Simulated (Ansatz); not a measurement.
Species: GeF₃, charge 0, multiplicity 2. It need not be the lowest isomer of its formula. 
Geometry from a B3LYP-D3(BJ)/def2-TZVP (Ansatz, a first-principles code) optimisation:
SMILES: [Ge]([F])([F])[F]
```xyz
4

Ge     0.2273    -0.1978    -0.0141
F      0.7837     1.4450     0.0126
F     -0.8472    -0.3310    -1.3693
F     -0.7447    -0.4108     1.4068
```
Charge 0, spin multiplicity 2.

Basis-set convergence of Hartree-Fock and CCSD(T) correlation energies (hartree) with Ansatz. Correlated levels leave the core frozen unless marked. UHF or UKS for open shells. Spin-orbit coupling is left out. The frozen core is the preceding noble-gas configuration, with the filled d and f shells of earlier blocks. No relativistic terms.

```json
[
 {"basis": "cc-pVDZ", "functions": "69", "E(HF)": "-2373.73220", "E(corr, CCSD(T))": "-0.65658"},
 {"basis": "cc-pVTZ", "functions": "133", "E(HF)": "[?]", "E(corr, CCSD(T))": "[?]"}
]
```

Task: What belongs in the gaps?

Result: 
- cc-pVTZ, E(HF): -2373.92454
- cc-pVTZ, E(corr, CCSD(T)): -0.87677
